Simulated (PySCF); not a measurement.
C3H5ClOSi, SMILES [Si@@H](O)(CC#C)Cl.

Geometry: PBE0-D3(BJ)/def2-SVP. The structure was generated by enumeration; whether it is a known compound was not checked. One conformer was computed; it need not be the lowest.

Calculation: TDA-PBE/def2-SVPD run with PySCF 2.14.0.

Vertical excitations. The molecule is in vacuum.

Computed excitation energies, oscillator strengths and character:
```json
[
 {"state": "S1", "energy (eV)": "5.68", "λ (nm)": "218", "f": "0.012", "main pairs": "HOMO→LUMO 96 %"},
 {"state": "S2", "energy (eV)": "5.94", "λ (nm)": "209", "f": "0.000", "main pairs": "HOMO−1→LUMO 100 %"},
 {"state": "S3", "energy (eV)": "6.19", "λ (nm)": "200", "f": "0.001", "main pairs": "HOMO→LUMO+1 90 %"},
 {"state": "S4", "energy (eV)": "6.30", "λ (nm)": "197", "f": "0.004", "main pairs": "HOMO→LUMO+3 57 %, HOMO→LUMO+2 30 %"},
 {"state": "S5", "energy (eV)": "6.43", "λ (nm)": "193", "f": "0.021", "main pairs": "HOMO→LUMO+2 37 %, HOMO→LUMO+3 30 %, HOMO−1→LUMO+3 14 %, HOMO→LUMO+4 13 %"},
 {"state": "S6", "energy (eV)": "6.47", "λ (nm)": "192", "f": "0.002", "main pairs": "HOMO−1→LUMO+1 92 %"},
 {"state": "S7", "energy (eV)": "6.58", "λ (nm)": "188", "f": "0.000", "main pairs": "HOMO−1→LUMO+2 78 %"},
 {"state": "S8", "energy (eV)": "6.73", "λ (nm)": "184", "f": "0.004", "main pairs": "HOMO→LUMO+4 72 %, HOMO−1→LUMO+3 24 %"},
 {"state": "S9", "energy (eV)": "6.97", "λ (nm)": "178", "f": "0.007", "main pairs": "HOMO−1→LUMO+4 97 %"},
 {"state": "S10", "energy (eV)": "7.04", "λ (nm)": "176", "f": "0.000", "main pairs": "HOMO−2→LUMO 83 %, HOMO→LUMO+5 15 %"},
 {"state": "T1", "energy (eV)": "5.20", "λ (nm)": "238", "f": "0", "main pairs": "HOMO→LUMO+2 29 %, HOMO→LUMO 28 %, HOMO−1→LUMO+3 19 %, HOMO→LUMO+3 6 %"},
 {"state": "T2", "energy (eV)": "5.59", "λ (nm)": "222", "f": "0", "main pairs": "HOMO→LUMO 52 %, HOMO−1→LUMO+3 37 %, HOMO−1→LUMO+2 8 %"},
 {"state": "T3", "energy (eV)": "5.65", "λ (nm)": "219", "f": "0", "main pairs": "HOMO→LUMO+3 40 %, HOMO−1→LUMO 23 %, HOMO−1→LUMO+2 14 %, HOMO→LUMO+2 10 %"},
 {"state": "T4", "energy (eV)": "5.79", "λ (nm)": "214", "f": "0", "main pairs": "HOMO→LUMO+2 33 %, HOMO−1→LUMO+3 22 %, HOMO→LUMO 19 %, HOMO→LUMO+3 10 %"}
]
```
Triplets are in the Tamm–Dancoff approximation.
